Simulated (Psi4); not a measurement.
HCl$_{3}$GeO (SMILES [OH][Ge]([Cl])([Cl])[Cl]), singlet, at a GFN2-xTB geometry; R2SCAN/cc-pV(T+d)Z (Psi4).

Psi4 was given this input:
```
memory 2 GB

molecule {
0 1
  O    -1.52536561   -0.15623461   -1.13638580
  Ge   -0.12839156   -0.01326967   -0.10093655
  Cl   -0.32989829    1.74429531    1.06983402
  Cl    1.46298973    0.09255401   -1.44970881
  Cl   -0.03283711   -1.72531714    1.14810554
  H    -2.39286883   -0.22154079   -0.73886692
}

set basis cc-pv(t+d)z

energy('r2scan')
print_variables()
```

Question: Write the output that Psi4 gives for this input, abridged.

Answer: 
```
   => Loading Basis Set <=

    Name: CC-PV(T+D)Z
    Role: ORBITAL
    Keyword: BASIS

         ---------------------------------------------------------
                                   SCF
               by Justin Turney, Rob Parrish, Andy Simmonett
                          and Daniel G. A. Smith
                              RKS Reference
         ---------------------------------------------------------

  ==> Geometry <==

    Molecular point group: c1
    Full point group: C1

    Geometry (in Angstrom), charge = 0, multiplicity = 1:

       Center              X                  Y                   Z               Mass
    ------------   -----------------  -----------------  -----------------  -----------------
         O           -1.536467510469    -0.157240628777    -1.138845870849    15.994914619570
         GE          -0.139493460469    -0.014275688777    -0.103396620849    73.921177761000
         CL          -0.341000190469     1.743289291223     1.067373949151    34.968852682000
         CL           1.451887829531     0.091547991223    -1.452168880849    34.968852682000
         CL          -0.043939010469    -1.726323158777     1.145645469151    34.968852682000
         H           -2.403970730469    -0.222546808777    -0.741326990849     1.007825032230

  Running in c1 symmetry.

  Rotational constants: A =      0.05638  B =      0.05554  C =      0.03931 [cm^-1]
  Rotational constants: A =   1690.12914  B =   1664.91885  C =   1178.61596 [MHz]
  Nuclear repulsion =  706.823173644124040

  Charge       = 0
  Multiplicity = 1
  Electrons    = 92
  Nalpha       = 46
  Nbeta        = 46

  ==> Algorithm <==

  SCF Algorithm Type is DF.
  DIIS enabled.
  MOM disabled.
  Fractional occupation disabled.
  Guess Type is SAD.
  Energy threshold   = 1.00e-06
  Density threshold  = 1.00e-06
  Integral threshold = 1.00e-12

  ==> Primary Basis <==

  Basis Set: CC-PV(T+D)Z
    Blend: CC-PV(T+D)Z
    Number of shells: 70
    Number of basis functions: 204
    Number of Cartesian functions: 234
    Spherical Harmonics?: true
    Max angular momentum: 3

  ==> DFT Potential <==

   => LibXC <=

    Version 7.1.2
    S. Lehtola, C. Steigemann, M. J. T. Oliveira, and M. A. L. Marques,  SoftwareX 7, 1–5 (2018) (10.1016/j.softx.2017.11.002)

   => Composite Functional: R2SCAN <=

    r2SCAN Meta-GGA XC Functional  (0.1021/acs.jpclett.0c02405)
    J. W. Furness, A. D. Kaplan, J. Ning, J. P. Perdew, J. Sun  J. Phys. Chem. Lett.  11, 8208–8215, 2020

    Deriv               =              1
    GGA                 =           TRUE
    Meta                =           TRUE

    Exchange Hybrid     =          FALSE
    MP2 Hybrid          =          FALSE

   => Exchange Functionals <=

    1.0000   XC_MGGA_X_R2SCAN

   => Correlation Functionals <=

    1.0000   XC_MGGA_C_R2SCAN

   => LibXC Density Thresholds  <==

    XC_MGGA_C_R2SCAN:  1.00E-15
    XC_MGGA_X_R2SCAN:  1.00E-11

   => Molecular Quadrature <=

    Radial Scheme          =       TREUTLER
    Pruning Scheme         =           NONE
    Nuclear Scheme         =       TREUTLER

    Blocking Scheme        =         OCTREE
    BS radius alpha        =              1
    Pruning alpha          =              1
    Radial Points          =             75
    Spherical Points       =            302
    Total Points           =         127890
    Total Blocks           =           1046
    Max Points             =            256
    Max Functions          =            196
    Weights Tolerance      =       1.00E-15

   => Loading Basis Set <=

    Name: (CC-PV(T+D)Z AUX)
    Role: JKFIT
    Keyword: DF_BASIS_SCF

  ==> Integral Setup <==

  SCF_SUBTYPE=INCORE selected. In-core MEM_DF algorithm will be used.
  Using in-core AOs.

  ==> MemDFJK: Density-Fitted J/K Matrices <==

    J tasked:                   Yes
    K tasked:                    No
    wK tasked:                   No
    Algorithm:                 Core
    Schwarz Cutoff:           1E-12
    Mask sparsity (%):       3.5035
    Fitting Condition:        1E-10

   => Auxiliary Basis Set <=

  Basis Set: (CC-PV(T+D)Z AUX)
    Blend: CC-PVTZ-JKFIT
    Number of shells: 197
    Number of basis functions: 679
    Number of Cartesian functions: 835
    Spherical Harmonics?: true
    Max angular momentum: 4

  Minimum eigenvalue in the overlap matrix is 1.7202859351E-03.
  Reciprocal condition number of the overlap matrix is 3.4020173862E-04.
    Using symmetric orthogonalization.

  ==> Pre-Iterations <==

  SCF Guess: Superposition of Atomic Densities via on-the-fly atomic UHF (no occupation information).

   -------------------------
    Irrep   Nso     Nmo
   -------------------------
     A        204     204
   -------------------------
    Total     204     204
   -------------------------

  ==> Iterations <==

                           Total Energy        Delta E     RMS |[F,P]|

   @DF-RKS iter SAD: -3530.52523712445372   -3.53053e+03   0.00000e+00
   @DF-RKS iter   1: -3532.27171007341303   -1.74647e+00   1.11129e-02 ADIIS/DIIS
   @DF-RKS iter   2: -3528.98442893290849    3.28728e+00   2.38403e-02 ADIIS/DIIS
   @DF-RKS iter   3: -3533.56433370889135   -4.57990e+00   1.72057e-03 ADIIS/DIIS
   @DF-RKS iter   4: -3533.58569018712524   -2.13565e-02   6.74477e-04 ADIIS/DIIS
   @DF-RKS iter   5: -3533.59285203954505   -7.16185e-03   1.83489e-04 ADIIS/DIIS
   @DF-RKS iter   6: -3533.59325346735250   -4.01428e-04   3.32291e-05 DIIS
   @DF-RKS iter   7: -3533.59327151260277   -1.80453e-05   1.24574e-05 DIIS
   @DF-RKS iter   8: -3533.59327441603045   -2.90343e-06   3.35553e-06 DIIS
   @DF-RKS iter   9: -3533.59327465303977   -2.37009e-07   5.12453e-07 DIIS
  Energy and wave function converged.

  ==> Post-Iterations <==

   Electrons on quadrature grid:
      Ntotal   =   91.9999934177 ; deviation = -6.582e-06

    Orbital Energies [Eh]
    ---------------------

    Doubly Occupied:

[...]
      46A     -0.303859

    Virtual:

[...]
    Final Occupation by Irrep:
              A
    DOCC [    46 ]
    NA   [    46 ]
    NB   [    46 ]

  @DF-RKS Final Energy: -3533.59327465303977

   => Energetics <=

    Nuclear Repulsion Energy =            706.8231736441240400
    One-Electron Energy =               -6314.3965078024057220
    Two-Electron Energy =                2246.7621964847376148
    DFT Exchange-Correlation Energy =    -172.7821369794958173
    Empirical Dispersion Energy =           0.0000000000000000
    VV10 Nonlocal Energy =                  0.0000000000000000
    Total Energy =                      -3533.5932746530397708

Computation Completed

Properties will be evaluated at   0.000000,   0.000000,   0.000000 [a0]

Properties computed using the SCF density matrix

 Multipole Moments:

 ------------------------------------------------------------------------------------
     Multipole            Electronic (a.u.)      Nuclear  (a.u.)        Total (a.u.)
 ------------------------------------------------------------------------------------

 L = 1.  Multiply by 2.5417464519 to convert [e a0] to [Debye]
 Dipole X            :          1.4668154           -1.9301188           -0.4633034
 Dipole Y            :          0.1388465           -0.1749013           -0.0360548
 Dipole Z            :          0.5878210           -0.4276955            0.1601255
 Magnitude           :                                                    0.4915182

 ------------------------------------------------------------------------------------

  Variable Map:
  ----------------------------------------------------------------------------
[...]
  Array Variable Map:
  ----------------------------------------------------------------------------
[...]
[...]
```
